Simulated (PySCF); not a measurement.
Calculated NMR parameters of O=P1(c2ccco2)CCC1

```yaml
Formula: C7H9O2P
SMILES: O=P1(c2ccco2)CCC1
Point_group_of_the_computed_structure: C1
Carbon_signals: 6
Proton_signals: 7
```

Mapped SMILES: `[O:1]=[P:2]1([c:3]2[cH:4][cH:5][cH:6][o:7]2)[CH2:8][CH2:9][CH2:10]1` (H(Xn): hydrogen on atom n).

PySCF 2.14.0 with density-fitted response routines calculation with GIAO PBE0/pcSseg-1 shieldings and coordinates at the GFN2-xTB level; one averaged value for each set of equivalent atoms, in vacuum, no relativistic terms, single conformer.

Chemical shifts δ = σref − σ; ¹H (31.72 ppm) and ¹³C (186.93 ppm) vs TMS; H3PO4 for ³¹P (318.38 ppm); ¹⁷O (336.08 ppm) against H2O, all at this level.

```tsv
carbon	δC, type	δH (multiplicity)	HMBC from (2–3 bonds)	span of the C tensor (ppm)
C3	154.3, C	–	H(C6), H(C4), H(C5), Ha(C8)/Ha(C10), Hb(C8)/Hb(C10)	135
C4	120.3, CH	6.96 (m)	H(C6), H(C5)	185
C5	117.7, CH	6.76 (m)	H(C6), H(C4)	178
C6	152.4, CH	7.80 (m)	H(C4), H(C5)	155
C8/C10	45.8, CH2	Ha(C8) 3.01 (m); Hb(C8) 2.61 (m)	Ha(C8)/Ha(C10), Hb(C8)/Hb(C10), Hb(C9), Ha(C9)	72
C9	11.3, CH2	Ha(C9) 1.61 (m); Hb(C9) 2.03 (m)	Ha(C8)/Ha(C10), Hb(C8)/Hb(C10)	14
```

Other nuclei:
```csv
atoms,nucleus,environment,δ (ppm),σ (ppm)
P2,³¹P,"phosphorus bonded to 3 C, O, in a 4-membered ring",0.7,317.7
O7,¹⁷O,aromatic ring oxygen,323.8,12.2
O1,¹⁷O,P=O oxygen,139.7,196.3
```

1. δC 154.3: substituted aromatic carbon next to the ring oxygen.
2. δC 152.4: aromatic CH next to the ring oxygen.
3. δC 120.3, 117.7: aromatic CH.
4. δC 11.3: sp3 CH2 in a ring; saturated and bonded to C and H only.
5. δH 6.96, 6.76: hydrogen on an aromatic CH; the ring current deshields protons in the ring plane.

Splittings by ³¹P in the carbon and heteronuclear signals aren't shown, as no couplings were computed. Shifts are as computed. Against solution values, carbons near 30 ppm lie about +3 ppm off and those near 130 ppm about +5 ppm. Of 1211 compounds with measured shifts, 218 miss one by over three times the rms of a fit or turn the order of signals round; such compounds aren't used in these exercises. Unscaled 17O shifts of doubly bonded oxygen tend to come out too high, by tens of ppm or more. Experimental scales use liquid or dissolved standards, which lie at an offset from isolated H2O (liquid H2O: subtract about 36 ppm) and H3PO4. Multiplicities follow the n + 1 count of equivalent neighbours, as no J values were calculated; m marks all less simple cases, F and P coupling included.
